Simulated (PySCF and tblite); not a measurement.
The numbers below are computed, except where a source is named.
System: C6H6Se, numbered as in [CH:1]1=[CH:2][CH:3]=[CH:4][Se:5][CH:6]=[CH:7]1.

Motion: inversion of the 7-membered ring (1–2–3–4–5–6–7). GFN2-xTB gives an electronic barrier of 3.9 kcal/mol.

Spin–orbit effects of heavy atoms on shieldings are missing.

Task: What does PBE0/pcSseg-1 + D3(BJ) give on GFN2-xTB geometries?

Result: A barrier of 6.7 kcal/mol, 2.8 above the tight-binding barrier (from unrounded values) and, with GFN2-xTB thermal terms, ΔG‡(298 K) = 7.4 kcal/mol and k = 2.3×10⁷ s⁻¹ (1 equivalent path).

Programs: tblite and PySCF.
